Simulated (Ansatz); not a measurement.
(CdS)6 prism (Cd6S6): single points at one geometry.

```yaml
crystal:
  periodic: [false, false, false]
  atoms:
    - {symbol: Cd, position_ang: [1.129057, -0.835643, -1.951403]}
    - {symbol: S, position_ang: [-0.464754, -2.653214, -1.462913]}
    - {symbol: Cd, position_ang: [-2.080851, -1.148136, -0.365015]}
    - {symbol: S, position_ang: [-2.818801, 1.194916, -0.145077]}
    - {symbol: Cd, position_ang: [-0.671045, 2.107349, -0.943437]}
    - {symbol: S, position_ang: [1.378521, 1.603297, -2.219204]}
    - {symbol: Cd, position_ang: [2.080937, 1.148006, 0.365084]}
    - {symbol: S, position_ang: [2.818887, -1.194933, 0.144973]}
    - {symbol: Cd, position_ang: [0.671191, -2.107187, 0.943511]}
    - {symbol: S, position_ang: [-1.378474, -1.603291, 2.219201]}
    - {symbol: Cd, position_ang: [-1.129484, 0.835790, 1.951329]}
    - {symbol: S, position_ang: [0.464825, 2.653065, 1.462950]}
basis:
  gaussian: {orbitals: def2-SVP, initial_orbitals: start.molden}
hamiltonian: {xc: pbe0, dispersion: d4}
scf: {omitted_lower_state_checks: [starts]}
output: {orbitals: {seedname: orbitals}}
```

The file start.molden holds the orbitals of an earlier run on this structure, at another level or in another basis.

```sh
$ ansatz run in.yaml --threads 2 --pin off --events-out ev --progress --plain --max-ram 32768MiB --backend cuda --devices 0, --max-vram 18GiB
```

It prints (some lines left out):

```
Functional definition: PBE0
2916 factors; integrals over basis functions are off by at most 5.1e-4 eV
mean field evaluation 1: about -92364.3605 eV, gradient 1.9e1 eV
mean field evaluation 2: about -92364.5718 eV, gradient 3.4e-1 eV
mean field evaluation 4: about -92365.3490 eV, gradient 4.5e-3 eV
mean field -92365.34903502 eV, -3394.3639695546 hartree, gradient 6.0e-5 eV, S^2 0.000000; 0 other end points of the search recorded, 0 dependent functions left out
reference -92365.34908167 eV, -3394.3639712690 hartree; 108, 108 occupied and 186, 186 virtual orbitals, 2916 factors
Total energy: -92366.65537075 eV, -3394.4119765075 hartree
Checks for a lower state left out: starts
```

Run time 4.5 s (2 threads of AMD EPYC 7R13 on a shared host and a share (18 GiB) of an NVIDIA H100 80GB HBM3), peak host memory 0.96 GiB.

First input, but with `gaussian: {orbitals: def2-TZVP, fitting: {mean_field: def2-universal-jkfit}, initial_orbitals: start.molden}`, `hamiltonian: {xc: pbe, dispersion: d4}`, `output: {forces: true, orbitals: {seedname: orbitals}}` (abridged; 6.5 s):

```
Functional definition: PBE
mean field -92390.06048717 eV, -3395.2720986714 hartree, gradient 2.7e-5 eV, S^2 0.000000
Total energy: -92391.52072665 eV, -3395.3257614823 hartree
Atom 0 force    -0.050913     0.028577     0.037292 eV/Å
Atom 1 force    -0.001926    -0.035843    -0.010980 eV/Å
Atom 2 force     0.055103     0.039420    -0.015306 eV/Å
Atom 3 force    -0.033597     0.015630     0.006409 eV/Å
Atom 4 force     0.008236    -0.068853     0.004013 eV/Å
Atom 5 force     0.022828     0.021249    -0.021210 eV/Å
Atom 6 force    -0.055262    -0.039304     0.015303 eV/Å
Atom 7 force     0.033445    -0.015789    -0.006580 eV/Å
Atom 8 force    -0.008363     0.068770    -0.003922 eV/Å
Atom 9 force    -0.022808    -0.021026     0.021095 eV/Å
Atom 10 force     0.051530    -0.028930    -0.037155 eV/Å
Atom 11 force     0.001727     0.036100     0.011041 eV/Å
Dipole moment:    -0.000188     0.000134     0.000034 e Å
Checks for a lower state left out: starts
```

As the first input, with `gaussian: {orbitals: def2-TZVP, fitting: {mean_field: def2-universal-jkfit}, initial_orbitals: start.molden}`, `output: {forces: true, orbitals: {seedname: orbitals}}` (abridged; 6 s):

```
Functional definition: PBE0
mean field -92393.73722213 eV, -3395.4072161889 hartree, gradient 1.1e-5 eV, S^2 0.000000
Total energy: -92395.04355340 eV, -3395.4552229777 hartree
Atom 0 force    -0.029086     0.031849     0.108924 eV/Å
Atom 1 force     0.039520     0.273498     0.133854 eV/Å
Atom 2 force     0.098103     0.044789     0.045839 eV/Å
Atom 3 force     0.281482    -0.122290    -0.001852 eV/Å
Atom 4 force     0.041908    -0.085022     0.068983 eV/Å
Atom 5 force    -0.149950    -0.164125     0.211525 eV/Å
Atom 6 force    -0.098247    -0.044683    -0.045835 eV/Å
Atom 7 force    -0.281633     0.122144     0.001775 eV/Å
Atom 8 force    -0.042017     0.084897    -0.068885 eV/Å
Atom 9 force     0.149921     0.164372    -0.211661 eV/Å
Atom 10 force     0.029776    -0.032248    -0.108848 eV/Å
Atom 11 force    -0.039775    -0.273183    -0.133818 eV/Å
Dipole moment:    -0.000216     0.000159     0.000046 e Å
Checks for a lower state left out: starts
```

First input, but with `gaussian: {orbitals: def2-TZVP, fitting: {mean_field: def2-universal-jkfit}, initial_orbitals: start.molden}`, `hamiltonian: {xc: r2scan, dispersion: d4}` (abridged; 7 s):

```
Functional definition: r2SCAN
mean field -92423.05331746 eV, -3396.4845628212 hartree, gradient 1.5e-5 eV, S^2 0.000000
Total energy: -92423.41007704 eV, -3396.4976734939 hartree
Checks for a lower state left out: starts
```

Geometry: r2SCAN-D4/def2-SVP.

In the def2 sets Cd takes a core potential; there is no spin–orbit coupling. Single mean-field runs in def2-TZVP are fitted with def2-universal-jkfit.
